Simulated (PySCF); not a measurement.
CH4Al, SMILES [CH3][AlH+], charge +1.

The structure is a stationary point at PBE0-D3(BJ)/def2-TZVP. The multiplicity is an assumed one; other spin states were not compared. The isomer is the one that the SMILES or the coordinates give; other isomers of the formula were not compared.

Computed with r2SCAN/def2-TZVPD (PySCF).

Symmetry labels are those of the subgroup Cs that the program uses (full group C3v).

Computed valence orbital energies around the gap with their symmetry:
| orbital | symmetry | energy (eV) |
|---|---|---|
| HOMO−7 | A' | -78.68 |
| HOMO−6 | A" | -78.68 |
| HOMO−5 | A' | -78.30 |
| HOMO−4 | A' | -23.73 |
| HOMO−3 | A' | -16.33 |
| HOMO−2 | A" | -15.93 |
| HOMO−1 | A' | -15.93 |
| HOMO | A' | -13.95 |
| LUMO | A" | -7.71 |
| LUMO+1 | A' | -7.71 |
| LUMO+2 | A' | -7.14 |
| LUMO+3 | A' | -3.18 |
